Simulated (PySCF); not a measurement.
What builds the first ionisation energy along the 5p block

Calculated with PySCF 2.14 from differences of total energies of unrestricted determinants, without spin-orbit coupling. Each column adds one step, in eV (sums use unrounded values): valence MP2, valence CCSD, valence triples, then the next inner shell at CCSD(T) (In 4s 4p 4d, Sn 4s 4p 4d, Sb 4s 4p 4d, Te 4s 4p 4d, I 4s 4p 4d, Xe 4s 4p 4d). References (NIST) marked * lie between the lowest fine-structure levels; the others compare directly ((s) semi-empirical, (t) theoretical).

| element | UHF | + MP2 | + CCSD | + (T) | + inner shell | sum | reference |
| --- | --- | --- | --- | --- | --- | --- | --- |
| In [Kr] 4d10 5s2 5p1 → [Kr] 4d10 5s2 (def2-TZVPPD with the def2 core potential (28 electrons), ECP) | 5.216 | 0.177 | 0.056 | 0.020 | 0.042 | 5.511 | 5.603 |
| Sn [Kr] 4d10 5s2 5p2 → [Kr] 4d10 5s2 5p1 (def2-TZVPPD with the def2 core potential (28 electrons), ECP) | 6.851 | 0.293 | 0.031 | 0.025 | 0.051 | 7.251 | 7.389 |
| Sb [Kr] 4d10 5s2 5p3 → [Kr] 4d10 5s2 5p2 (def2-TZVPPD with the def2 core potential (28 electrons), ECP) | 8.581 | 0.402 | -0.016 | 0.029 | 0.057 | 9.053 | 9.124 |
| I [Kr] 4d10 5s2 5p5 → [Kr] 4d10 5s2 5p4 (def2-TZVPPD with the def2 core potential (28 electrons), ECP) | 9.548 | 0.701 | 0.018 | 0.033 | 0.057 | 10.358 | 10.519 |
| Xe [Xe] → [Kr] 4d10 5s2 5p5 (def2-TZVPPD with the def2 core potential (28 electrons), ECP) | 11.463 | 0.790 | -0.097 | 0.037 | 0.058 | 12.250 | 12.565 |

**Question.** Estimate the missing row, Te [Kr] 4d10 5s2 5p4 → [Kr] 4d10 5s2 5p3 (def2-TZVPPD with the def2 core potential (28 electrons), ECP).

**Answer.** The calculation gives UHF 7.725; + MP2 0.591; + CCSD 0.122; + (T) 0.027; + inner shell 0.053; sum 8.517. The reference value is 8.749.

What remains against the references is mostly basis incompleteness.

These are valence bases, so the inner-shell step is incomplete.
